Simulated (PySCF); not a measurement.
C₇H₈F₂O.
SMILES with atom numbers: `[F:1][CH:2]([F:3])[O:4][C@@:5]12[CH2:6][CH:7]=[CH:8][C@@H:9]1[CH2:10]2` (hydrogens: H11 on C2; H12, H13 on C6; H14 on C7; H15 on C8; H16 on C9; H17, H18 on C10)

Level of theory: PBE0-D3(BJ)/def2-SVP geometry optimisation, gas phase (PySCF 2.14.0).

Question: List the bond lengths, angles and torsions at this level.

Answer: 
| bond | length (Å) |
| --- | --- |
| F1–C2 | 1.354 |
| C2–F3 | 1.332 |
| C2–O4 | 1.354 |
| O4–C5 | 1.395 |
| C5–C6 | 1.521 |
| C6–C7 | 1.505 |
| C7=C8 | 1.340 |
| C8–C9 | 1.488 |
| C9–C10 | 1.515 |
| C5–C9 | 1.502 |
| C5–C10 | 1.498 |
| C2–H11 | 1.106 |
| C6–H12 | 1.103 |
| C6–H13 | 1.104 |
| C7–H14 | 1.092 |
| C8–H15 | 1.092 |
| C9–H16 | 1.093 |
| C10–H17 | 1.094 |
| C10–H18 | 1.094 |

A selection of angles:
| angle | degrees |
| --- | --- |
| F1–C2–F3 | 107.7 |
| F1–C2–O4 | 110.9 |
| F1–C2–H11 | 107.6 |
| F3–C2–O4 | 107.4 |
| F3–C2–H11 | 110.1 |
| O4–C2–H11 | 113.0 |
| C2–O4–C5 | 114.8 |
| O4–C5–C6 | 118.0 |
| O4–C5–C9 | 118.8 |
| O4–C5–C10 | 118.2 |
| C6–C5–C9 | 108.1 |
| C6–C5–C10 | 119.2 |
| C9–C5–C10 | 60.7 |
| C5–C6–C7 | 103.3 |
| C5–C6–H12 | 112.8 |
| C5–C6–H13 | 109.3 |
| C7–C6–H12 | 113.3 |
| C7–C6–H13 | 111.6 |
| H12–C6–H13 | 106.6 |
| C6–C7–C8 | 112.1 |
| C6–C7–H14 | 122.8 |
| C8–C7–H14 | 125.1 |
| C7–C8–C9 | 111.3 |
| C7–C8–H15 | 125.4 |
| C9–C8–H15 | 123.3 |
| C8–C9–C10 | 115.6 |
| C8–C9–H16 | 121.6 |
| C10–C9–H16 | 118.0 |
| C5–C9–C8 | 105.1 |
| C5–C9–C10 | 59.6 |
| C5–C9–H16 | 120.8 |
| C9–C10–H17 | 118.5 |
| C9–C10–H18 | 116.1 |
| C5–C10–C9 | 59.8 |
| C5–C10–H17 | 119.4 |
| C5–C10–H18 | 116.0 |
| H17–C10–H18 | 115.6 |

Dihedral angles: F1–C2–O4–C5 -74° (synclinal); C2–O4–C5–C6 81° (synclinal); O4–C5–C6–C7 143° (anticlinal); C5–C6–C7–C8 -5° (synperiplanar); C6–C7–C8–C9 3° (synperiplanar); C7–C8–C9–C10 63° (synclinal); C8–C9–C10–C5 -93° (anticlinal); O4–C5–C9–C8 -141° (anticlinal); O4–C5–C10–C9 -109° (anticlinal).

The 7 C–C bonds span 1.340 Å (C7=C8, drawn double) to 1.521 Å (C5–C6, drawn single), a spread of 0.181 Å. The 5-membered ring C5–C6–C7–C8–C9 has internal angles of 103.3° to 112.1°; it is almost planar, 0.02 Å rms from its mean plane, widest ring torsion 5°. The 3-membered ring C5–C9–C10 has internal angles of 59.6° to 60.7°. O4 (ether oxygen) is bent (angle 114.8°). The 2 C–O bonds span 1.354 Å (C2–O4, drawn single) to 1.395 Å (O4–C5, drawn single), a spread of 0.041 Å. The C–F distances run from 1.332 Å (C2–F3, drawn single) to 1.354 Å (F1–C2, drawn single), a spread of 0.022 Å. Of the pairs four or more bonds apart, F1···C6 is among the closest relative to their van der Waals radii: 3.03 Å, 95 % of the sum of Bondi's values.

Point group: C1 (no symmetry element, even within 0.4 Å). No frequency check. The numbers are those of one conformer.
